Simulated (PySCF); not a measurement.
Cost of one run: shielding job, `C([Si@H](O[SiH3])F)=C`.

Method: GIAO PBE0/pcSseg-1 NMR shielding, non-relativistic, gas phase (PySCF 2.14.0, density-fitted response routines). Geometry: GFN2-xTB, MD frame at 1000 fs, 600 K. Work: shieldings, density fitting. A driver script takes a list of jobs; this job's settings line and coordinates (Å) are shown.

Command:
```bash
OMP_NUM_THREADS=1 python probes_run.py task.json out
```

Input:
```
{"job": {"kind": "nmr", "xc": "PBE0", "basis": "pcSseg-1", "pop": false}, "charge": 0, "multiplicity": 1}
C     -1.782400    -2.405300    -0.477100
C     -2.177200    -1.457000     0.322600
Si    -1.625800     0.459500     0.616500
F     -0.797400     0.563700     1.959500
O     -0.754600     0.924900    -0.651200
Si     0.590300     0.663100    -1.615500
H     -2.197100    -3.407200    -0.469400
H     -0.864200    -2.296700    -1.073800
H     -2.749600    -1.692900     1.160600
H     -2.768200     1.295100     0.800500
H      0.468800     1.155000    -2.994600
H      1.621200     1.525400    -1.046500
H      0.839600    -0.720900    -1.524700
```

Hardware: one thread of an Intel Xeon Platinum 8259CL at 2.50 GHz, on a shared host. PySCF's memory limit was set to 1200 MB.

The basis has 151 functions.

Question: Which is nearest to the wall time?
A. 20 s
B. 2.7 min
C. 2.5 s

Answer: A. The run took 20 s. The SCF took 13 cycles.

Estimate the peak memory.

About 0.75 GiB. Peak memory is the resident size of the whole Python process, interpreter and libraries included.

At this speed, how long would 5000 such jobs take on 64 cores, one job a core?

5000/64 gives 79 rounds of 20 s, about 26 min of wall time and 28 core-hours, if the jobs don't slow each other.

The SCF part of the output:
```
coarse grid: 11936 points
cycle   1  E = -833.8079174458  dE =  5.293e-01  |g| = 8.963e-01  |ddm| = 3.298e+00
cycle   2  E = -833.6236674943  dE =  1.842e-01  |g| = 1.360e+00  |ddm| = 1.556e+00
cycle   3  E = -833.9453242827  dE = -3.217e-01  |g| = 1.217e-01  |ddm| = 1.041e+00
cycle   4  E = -833.9480492743  dE = -2.725e-03  |g| = 4.813e-02  |ddm| = 1.242e-01
cycle   5  E = -833.9484559478  dE = -4.067e-04  |g| = 1.199e-02  |ddm| = 3.426e-02
cycle   6  E = -833.9484803458  dE = -2.440e-05  |g| = 3.086e-03  |ddm| = 1.012e-02
cycle   7  E = -833.9484825668  dE = -2.221e-06  |g| = 7.739e-04  |ddm| = 3.066e-03
final grid: 106688 points
cycle   8  E = -833.9985825948  dE = -1.793e-05  |g| = 8.167e-03  |ddm| = 1.535e-02
cycle   9  E = -833.9985677297  dE =  1.487e-05  |g| = 1.207e-02  |ddm| = 1.307e-02
cycle  10  E = -833.9985954160  dE = -2.769e-05  |g| = 1.021e-03  |ddm| = 8.122e-03
cycle  11  E = -833.9985956294  dE = -2.135e-07  |g| = 1.881e-04  |ddm| = 9.299e-04
cycle  12  E = -833.9985956376  dE = -8.156e-09  |g| = 4.961e-05  |ddm| = 1.968e-04
cycle  13  E = -833.9985956379  dE = -3.251e-10  |g| = 2.071e-05  |ddm| = 4.634e-05
converged SCF energy = -833.9985956379
```

On the final grid dE counts from the start density on that grid.

Other jobs ran on the host; a repeat could differ by tens of per cent or more.
